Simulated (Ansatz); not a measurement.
Cartesian coordinates in Å:
```
C -1.343 -0.316 -0.783
Se -0.367 -1.683 0.256
Zr 1.333 0.134 0.735
F 1.914 0.844 -0.922
F 2.766 -0.621 1.699
Cl 0.290 1.845 1.953
H -2.303 -0.151 -0.301
H -0.819 0.643 -0.844
H -1.471 -0.696 -1.793
```

The species carries charge 0 and has multiplicity 1. Zr takes the def2 core potential.

(1) List the CAM-B3LYP/def2-TZVPP orbital energies in eV (Ansatz). (An estimate is asked.)

Results:

(1) Computed: Occupied: -12352.87, -2764.42, -1582.06, -1420.29, -1420.23, -1420.22, -673.82, -673.65, -280.24, -259.21, -214.65, -198.19, -198.15, -198.15, -158.79, -158.60, -158.56, -62.21, -59.57, -59.52, -59.48, -59.34, -59.33, -39.44, -38.90, -38.35, -33.46, -32.92, -24.25, -23.20, -19.51, -14.98, -14.78, -14.38, -14.26, -14.19, -14.15, -14.02, -13.66, -12.07, -11.62, -11.20, -11.12, -9.59, -8.57. Lowest empty: -0.89, -0.75, -0.28, 0.23, 0.41, 0.75, 0.92, 1.41.
